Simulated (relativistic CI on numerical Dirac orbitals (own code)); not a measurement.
**Energy levels of Te XII**

Calculated at this level of theory: Dirac-Coulomb-Breit CI, separate exchange-only KLI orbitals for each configuration, model QED (radiative potential, 1s self-energy scaled to tabulated hydrogen-like ionisation energies), unscaled Slater integrals (own radial code, finite nucleus).

Configuration list (outside the closed core [Ar] 3d10): 4s²4p⁶4d⁵, 4s²4p⁵4d⁶, 4s²4p⁶4d⁴4f, 4s²4p⁶4d⁴5s, 4s4p⁶4d⁶, 4s²4p⁶4d⁴5p, 4s²4p⁵4d⁵4f, 4s²4p⁶4d³4f5s, 4s²4p⁶4d⁴5d, 4s²4p⁶4d³5s5p, 4s4p⁶4d⁵4f, 4s²4p⁶4d⁴6s, 4s²4p⁶4d⁴5f, 4s²4p⁵4d⁵5s, 4s²4p⁶4d⁴6p, 4s²4p⁶4d⁴5g, 4s²4p⁶4d⁴6f, 4s²4p⁶4d⁴7p, 4s²4p⁶4d⁴7f, 4s4p⁶4d⁵5p, 4p⁶4d⁶5p, 4s²4p⁶4d³5s², 4s²4p⁶4d²4f5s², 4s²4p⁶4d²5s²5p, 4s²4p⁵4d³4f5s², 4p⁶4d⁷, 4p⁵4d⁸, 4p⁵4d⁷4f. Double excitations out of closed p, d and f shells are left out; levels of such configurations are missing from the list, as are those of other unlisted configurations, and high levels can miss mixing partners. These lack a partner that the ground configuration has and come out too high: 4s²4p⁵4d⁵5s.

The lowest level is 4s²4p⁶4d⁵ ⁶S5/2, with 93 % of that term; Hund's rules for 4s²4p⁶4d⁵ give ⁶S with J = 5/2, in agreement.

| No. | Configuration | Term | J | E (cm⁻¹) | % | Next component (%) | Landé g |
| --- | --- | --- | --- | --- | --- | --- | --- |
| 1 | 4s²4p⁶4d⁵ | ⁶S | 5/2 | 0 | 93 | 5 ⁴P | 1.978 |
| 2 | 4s²4p⁶4d⁵ | ⁴G | 5/2 | 41538 | 62 | 13 ²F | 0.792 |
| 3 | 4s²4p⁶4d⁵ | ⁴G | 7/2 | 45051 | 85 | 6 ²F | 1.018 |
| 4 | 4s²4p⁶4d⁵ | ⁴G | 11/2 | 45684 | 90 | 7 ²H | 1.253 |
| 5 | 4s²4p⁶4d⁵ | ⁴G | 9/2 | 46677 | 93 | 3 ⁴F | 1.170 |
| 6 | 4s²4p⁶4d⁵ | ⁴D | 5/2 | 48680 | 37 | 29 ⁴P | 1.251 |
| 7 | 4s²4p⁶4d⁵ | ⁴D | 3/2 | 50599 | 53 | 40 ⁴P | 1.385 |
| 8 | 4s²4p⁶4d⁵ | ⁴P | 1/2 | 54963 | 50 | 46 ⁴D | 1.389 |
| 9 | 4s²4p⁶4d⁵ | ⁴D | 7/2 | 57122 | 84 | 7 ⁴G | 1.380 |
| 10 | 4s²4p⁶4d⁵ | ⁴D | 5/2 | 63676 | 41 | 26 ⁴P | 1.366 |
| 11 | 4s²4p⁶4d⁵ | ⁴D | 1/2 | 63999 | 52 | 44 ⁴P | 1.248 |
| 12 | 4s²4p⁶4d⁵ | ²I | 11/2 | 64085 | 83 | 10 ²H | 0.956 |
| 13 | 4s²4p⁶4d⁵ | ⁴P | 3/2 | 66691 | 52 | 40 ⁴D | 1.450 |
| 14 | 4s²4p⁶4d⁵ | ²I | 13/2 | 67782 | 98 | 2 4s²4p⁵4d⁵4f ²I | 1.076 |
| 15 | 4s²4p⁶4d⁵ | ²F | 7/2 | 74261 | 40 | 33 ⁴F | 1.117 |
| 16 | 4s²4p⁶4d⁵ | ²G | 9/2 | 74975 | 49 | 34 ⁴F | 1.166 |
| 17 | 4s²4p⁶4d⁵ | ²F | 5/2 | 76444 | 30 | 22 ²D | 1.101 |
| 18 | 4s²4p⁶4d⁵ | ⁴F | 3/2 | 76534 | 47 | 47 ²D | 0.647 |
| 19 | 4s²4p⁶4d⁵ | ⁴F | 5/2 | 82321 | 48 | 33 ²F | 1.038 |
| 20 | 4s²4p⁶4d⁵ | ²H | 9/2 | 85253 | 50 | 44 ⁴F | 1.108 |
| 21 | 4s²4p⁶4d⁵ | ²G | 7/2 | 86409 | 55 | 21 ²F | 1.022 |
| 22 | 4s²4p⁶4d⁵ | ²D | 3/2 | 89184 | 47 | 46 ⁴F | 0.641 |
| 23 | 4s²4p⁶4d⁵ | ²F | 7/2 | 90369 | 59 | 16 ²G | 1.125 |
| 24 | 4s²4p⁶4d⁵ | ²F | 5/2 | 92319 | 65 | 19 ⁴F | 0.946 |
| 25 | 4s²4p⁶4d⁵ | ²H | 11/2 | 94113 | 81 | 13 ²I | 1.075 |
| 26 | 4s²4p⁶4d⁵ | ²G | 9/2 | 96592 | 44 | 36 ²H | 1.077 |
| 27 | 4s²4p⁶4d⁵ | ²F | 7/2 | 97069 | 64 | 25 ⁴F | 1.144 |
| 28 | 4s²4p⁶4d⁵ | ²S | 1/2 | 101820 | 90 | 4 ⁴P | 1.985 |
| 29 | 4s²4p⁶4d⁵ | ²F | 5/2 | 102735 | 42 | 42 ²D | 1.041 |
| 30 | 4s²4p⁶4d⁵ | ²D | 3/2 | 115815 | 95 | 2 ⁴D | 0.808 |
| 31 | 4s²4p⁶4d⁵ | ²D | 5/2 | 120095 | 84 | 10 ²F | 1.168 |
| 32 | 4s²4p⁶4d⁵ | ²G | 9/2 | 125904 | 98 | 2 4s²4p⁵4d⁵4f ²G | 1.110 |
| 33 | 4s²4p⁶4d⁵ | ²G | 7/2 | 127965 | 93 | 5 ²F | 0.902 |
| 34 | 4s²4p⁶4d⁵ | ²P | 3/2 | 149684 | 90 | 8 ²D | 1.287 |
| 35 | 4s²4p⁶4d⁵ | ²P | 1/2 | 153449 | 94 | 3 ²S | 0.711 |
| 36 | 4s²4p⁶4d⁵ | ²D | 5/2 | 170206 | 97 | 1 4s²4p⁵4d⁵4f ²D | 1.198 |
| 37 | 4s²4p⁶4d⁵ | ²D | 3/2 | 172842 | 90 | 8 ²P | 0.841 |
| 38 | 4s²4p⁵4d⁶ | ⁶F° | 11/2 | 618262 | 93 | 5 ⁴G° | 1.445 |
| 39 | 4s²4p⁵4d⁶ | ⁶F° | 9/2 | 630936 | 72 | 21 ⁶D° | 1.453 |
| 40 | 4s²4p⁵4d⁶ | ⁶P° | 7/2 | 631303 | 34 | 25 ⁶D° | 1.603 |
| 41 | 4s²4p⁵4d⁶ | ⁶P° | 3/2 | 631413 | 64 | 27 4s²4p⁶4d⁴4f ⁶P° | 2.347 |
| 42 | 4s²4p⁵4d⁶ | ⁶P° | 5/2 | 631618 | 56 | 24 4s²4p⁶4d⁴4f ⁶P° | 1.823 |
| 43 | 4s²4p⁶4d⁴5s | ⁶D | 1/2 | 633292 | 86 | 12 ⁴P | 3.213 |
| 44 | 4s²4p⁶4d⁴5s | ⁶D | 3/2 | 637003 | 92 | 6 ⁴P | 1.849 |
| 45 | 4s²4p⁵4d⁶ | ⁴P° | 5/2 | 640105 | 61 | 16 ⁶D° | 1.575 |
| 46 | 4s²4p⁶4d⁴5s | ⁶D | 5/2 | 641266 | 96 | 2 ⁴P | 1.646 |
| 47 | 4s²4p⁵4d⁶ | ⁶D° | 9/2 | 643182 | 47 | 38 ⁴F° | 1.436 |
| 48 | 4s²4p⁵4d⁶ | ⁶F° | 7/2 | 644661 | 49 | 17 ⁴F° | 1.423 |
| 49 | 4s²4p⁶4d⁴5s | ⁶D | 7/2 | 645478 | 95 | 3 ⁴F | 1.572 |
| 50 | 4s²4p⁵4d⁶ | ⁴P° | 3/2 | 649334 | 44 | 35 ⁶D° | 1.738 |
| 51 | 4s²4p⁶4d⁴5s | ⁶D | 9/2 | 649479 | 90 | 9 ⁴F | 1.532 |
| 52 | 4s²4p⁵4d⁶ | ⁴P° | 1/2 | 651262 | 41 | 41 ⁶D° | 2.841 |
| 53 | 4s²4p⁵4d⁶ | ⁶F° | 5/2 | 652056 | 38 | 29 ⁴F° | 1.215 |
| 54 | 4s²4p⁶4d⁴5s | ⁴D | 1/2 | 652980 | 81 | 14 ²P | 0.240 |
| 55 | 4s²4p⁵4d⁶ | ⁴H° | 13/2 | 654852 | 79 | 12 ⁴I° | 1.210 |
| 56 | 4s²4p⁵4d⁶ | ⁴D° | 7/2 | 655623 | 31 | 23 ⁶D° | 1.375 |
| 57 | 4s²4p⁵4d⁶ | ⁴G° | 11/2 | 656622 | 43 | 38 ⁴H° | 1.191 |
| 58 | 4s²4p⁶4d⁴5s | ⁴D | 3/2 | 658306 | 90 | 4 ²P | 1.208 |
| 59 | 4s²4p⁵4d⁶ | ⁴F° | 3/2 | 659793 | 51 | 17 ⁶F° | 0.670 |
| 60 | 4s²4p⁵4d⁶ | ⁴F° | 7/2 | 661771 | 31 | 19 ⁴D° | 1.280 |
| 61 | 4s²4p⁶4d⁴5s | ⁴D | 5/2 | 663351 | 90 | 3 ⁴F | 1.340 |
| 62 | 4s²4p⁵4d⁶ | ⁴H° | 9/2 | 664424 | 34 | 34 ⁴G° | 1.082 |
| 63 | 4s²4p⁵4d⁶ | ⁴D° | 5/2 | 665251 | 23 | 18 ⁴F° | 1.253 |
| 64 | 4s²4p⁵4d⁶ | ⁴H° | 11/2 | 667127 | 44 | 34 ⁴G° | 1.181 |
| 65 | 4s²4p⁶4d⁴5s | ⁴D | 7/2 | 667165 | 71 | 11 ²F | 1.309 |
| 66 | 4s²4p⁵4d⁶ | ⁴D° | 7/2 | 667281 | 24 | 17 ⁴G° | 1.112 |
| 67 | 4s²4p⁵4d⁶ | ⁴G° | 5/2 | 668244 | 38 | 14 4s²4p⁶4d⁴4f ⁴G° | 0.809 |
| 68 | 4s²4p⁵4d⁶ | ⁴D° | 1/2 | 668268 | 39 | 22 ²P° | 0.198 |
| 69 | 4s²4p⁵4d⁶ | ⁴G° | 9/2 | 670411 | 39 | 31 ⁴H° | 1.101 |
| 70 | 4s²4p⁵4d⁶ | ⁴D° | 3/2 | 671129 | 36 | 20 ⁴F° | 1.043 |

Energies count from the lowest computed level; ° marks odd parity.

The mean weight of the leading LS term, summed over parents, in these 70 levels is 63 %, and that of the leading jj configuration (from the same eigenvectors) 54 %.

At this charge energies of transitions that change n are usually good to better than 1 %, and those within a shell (Δn = 0) to a few per cent. Terms inside the open d or f shell come out 10 to 20 % too wide with unscaled integrals. Levels and lines within the n = 5 or 6 shells can be off by up to 10 % or somewhat more, and those that change n by about 2 %, since core polarisation is missing.

LS names give the leading component of a level, which can be under half, so a name can repeat, a term be missing and a line seem to break the LS rules.
